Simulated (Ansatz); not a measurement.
Species: CH6NSi, charge 0, multiplicity 2. SMILES: C[SiH2][NH]
Geometry from a B3LYP-D3(BJ)/def2-TZVP (Ansatz, a first-principles code) optimisation:
```
Si
N 1 1.7564
H 2 1.0231 1 113.09
H 1 1.4898 2 108.81 3 58.66
H 1 1.4898 4 107.91 2 117.90
C 1 1.8632 4 110.76 5 121.39
H 6 1.0916 1 110.64 4 60.31
H 6 1.0916 7 108.03 1 -121.24
H 6 1.0921 7 108.22 8 -116.96
```
Charge 0, spin multiplicity 2.

Wanted: enthalpy of formation at 298 K, in kcal/mol. Terms: frozen cores in correlated levels; no dispersion term unless named; no spin-orbit coupling; 6-31G* and kin with 6d, 5d where marked; 6-311+G** with 5d, 6d on Na to Ar in Ansatz; non-relativistic; open shells spin-unrestricted; LANL2DZ with its own core potentials from Na on. CBS marks a two-point X^-3 extrapolation of the correlation energy; Hartree-Fock from the larger set. First-principles rows: single points at B3LYP-D3(BJ) geometries (Ansatz), with unscaled harmonic terms from B3LYP/6-31G* (Ansatz) at its own minima, enthalpies of formation by atomisation with measured atoms.

Coupled cluster (Ansatz) is a level with limits of its own, used here on species with T1 under 0.025 (0.045 for open shells) and stable references: CCSD(T)/CBS(aug-cc-pV(T+d)Z,aug-cc-pV(Q+d)Z).

Value to compare with, CCSD(T)/CBS(aug-cc-pV(T+d)Z,aug-cc-pV(Q+d)Z) (Ansatz): 30.0 kcal/mol.

```json
[
 {"level": "B3LYP/STO-3G", "program": "Ansatz", "enthalpy of formation at 298 K (kcal/mol)": "-123.4", "difference": "-153.4"},
 {"level": "B3LYP/3-21G", "program": "Ansatz", "enthalpy of formation at 298 K (kcal/mol)": "65.4", "difference": "35.4"},
 {"level": "B3LYP/LANL2DZ", "program": "Ansatz", "enthalpy of formation at 298 K (kcal/mol)": "63.3", "difference": "33.3"},
 {"level": "B3LYP/6-31G", "program": "Ansatz", "enthalpy of formation at 298 K (kcal/mol)": "79.4", "difference": "49.4"},
 {"level": "B3LYP/6-31G*", "program": "Ansatz", "enthalpy of formation at 298 K (kcal/mol)": "40.2", "difference": "10.2"},
 {"level": "B3LYP/6-31+G*", "program": "Ansatz", "enthalpy of formation at 298 K (kcal/mol)": "41.2", "difference": "11.2"},
 {"level": "B3LYP/6-31G**", "program": "Ansatz", "enthalpy of formation at 298 K (kcal/mol)": "33.6", "difference": "3.6"},
 {"level": "B3LYP/def2-SVP", "program": "Ansatz", "enthalpy of formation at 298 K (kcal/mol)": "36.2", "difference": "6.2"},
 {"level": "B3LYP/cc-pVDZ", "program": "Ansatz", "enthalpy of formation at 298 K (kcal/mol)": "51.0", "difference": "21.0"},
 {"level": "B3LYP/6-311+G**", "program": "Ansatz", "enthalpy of formation at 298 K (kcal/mol)": "38.7", "difference": "8.7"},
 {"level": "B3LYP/def2-TZVPD", "program": "Ansatz", "enthalpy of formation at 298 K (kcal/mol)": "30.4", "difference": "0.4"}
]
```

Among the 10 habitual levels, B3LYP/STO-3G lies farthest from CCSD(T)/CBS(aug-cc-pV(T+d)Z,aug-cc-pV(Q+d)Z) (Ansatz) (-153.4 kcal/mol) and B3LYP/6-31G** nearest (3.6); 9 of 10 lie above it, and their mean absolute difference is 33.2 kcal/mol, the median 16.1. One case shows no general order.

The sets are all those run for this method; left out are runs that failed, that the program found above a lower state of the same kind, or whose <S^2> lies over 0.5 above the pure value.
